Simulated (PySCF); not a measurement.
Coordinates in bohr (charge 1 multiplicity 3):
```
Ir    0.0000    0.0000   -0.5158
S     3.2885    0.0000    1.5504
S    -3.2885    0.0000    1.5504
```

Level of theory: PySCF, UPBE, basis Ir def2-TZVP with ECP60, S def2-TZVP (scalar-relativistic core potentials, no spin–orbit coupling, density fitting).

This geometry of IrS₂⁺ is a stationary point at this level.

**Question.** What is the point group?

**Answer.** C2v.

**Question.** Is it a minimum?

**Answer.** Yes: all harmonic wavenumbers are real.

**Question.** What are the dipole moment and the gap between the highest occupied and lowest empty levels of either spin?

**Answer.** 0.90 D about the centre of mass and 0.38 eV.

**Question.** Give the ideal-gas entropy at 298.15 K and 1 bar by parts.

**Answer.** translation 178.1, rotation 104.5, vibration 16.0, spin 9.1; total 307.6 J/(mol K).

Other isomers or separated fragments may lie lower. With open d or f shells other occupations or spin states may lie lower. No spin–orbit coupling is included, which matters more the heavier the element.
